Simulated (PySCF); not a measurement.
Species: C4H8NOSi2 (doublet state).
Geometry (GFN2-xTB, Å), atoms numbered from 1 in this order:
```xyz
16
C4H8NOSi2 angstrom
C      3.3050   -1.3182   -0.6895
C      2.2032   -0.5136   -0.2159
C      1.2813    0.1567    0.1773
Si    -0.1213    1.1762    0.7933
N     -1.5925    0.5032    0.1198
Si    -3.2658    1.1223    0.1981
C     -1.6683   -0.6357   -0.5636
O     -2.7447   -1.0039   -1.0058
H      4.1345   -0.6756   -0.9838
H      2.9922   -1.9108   -1.5491
H      3.6405   -1.9897    0.1007
H     -0.0291    2.5510    0.2998
H     -0.2324    1.0807    2.2519
H     -3.0877    2.4554    0.7772
H     -4.0812    0.2135    0.9837
H     -0.7412   -1.2026   -0.7056
```

The hyperfine couplings belong to this conformer and change with its torsions.

As a line formula: `CC#C[SiH2]N([SiH2])C=O` [radical].

Method used: PySCF, UKS B3LYP, pcH-1 on C H N O Si, non-relativistic, mean-field spin-orbit, GIAO. One conformer (not necessarily the lowest) at the GFN2-xTB geometry, without solvent, vibrations or thermal averaging. Couplings are sensitive to structure, and on GFN2-xTB geometries they can be far from those on DFT ones, by a factor of two or more for some ions and for spin on atoms past the first row. Stability of the SCF solution: not tested.

**Question.** What is the g tensor, term by term?

**Answer.** 
```tsv
Δg (ppm)	1	2	3
relativistic mass correction	-147	-147	-147
gauge correction	76	0	78
orbital Zeeman/spin–orbit	-711	606	1603
total	-781	459	1534
```

So g = 2.00154, 2.00278, 2.00385 and g_iso = 2.00272; the tensor is rhombic: the two nearest values differ by 46 % of g3 − g1. 

**Question.** How much does each term add to the isotropic shift?

**Answer.** The orbital-Zeeman/spin–orbit term 499, the mass correction -147 and the gauge correction 52 ppm, for a total of 404 ppm. The orbital-Zeeman/spin–orbit term is the largest in size. The mass correction is the same along every axis, so the anisotropy comes from the other two: their spans along these axes are 78 (gauge) and 2314 ppm (orbital Zeeman/spin–orbit).

**Question.** At 33.997 GHz, how far is the centre of the isotropic spectrum from where a free electron (g = 2.002319) resonates?

**Answer.** B = hν/(g μB) with μB/h = 13.99624 MHz/mT gives 1213.10 mT for the free electron and 1212.85 mT at g_iso, 0.24 mT lower.

**Question.** In a frozen sample, at which fields do the three g values resonate at 9.5, 34, 94 and 263 GHz (hyperfine left aside), and which band first spreads them over more than twice a line width of 0.5 mT?

**Answer.** 
```tsv
band	GHz	B(g3) mT	B(g2) mT	B(g1) mT	spread mT
X	9.5	338.72	338.91	339.12	0.39
Q	34.0	1212.28	1212.93	1213.68	1.40
W	94.0	3351.59	3353.38	3355.46	3.88
J	263.0	9377.31	9382.34	9388.16	10.85
```

The spread grows in proportion to the frequency. Q band is the first where it exceeds 1.0 mT.

The largest Mulliken spin population is on Si6 (+0.89). The angles at Si6 add up to 327.2°, so it is pyramidal.

The HOMO–LUMO gaps are 4.89 eV among the α and 4.96 eV among the β orbitals.
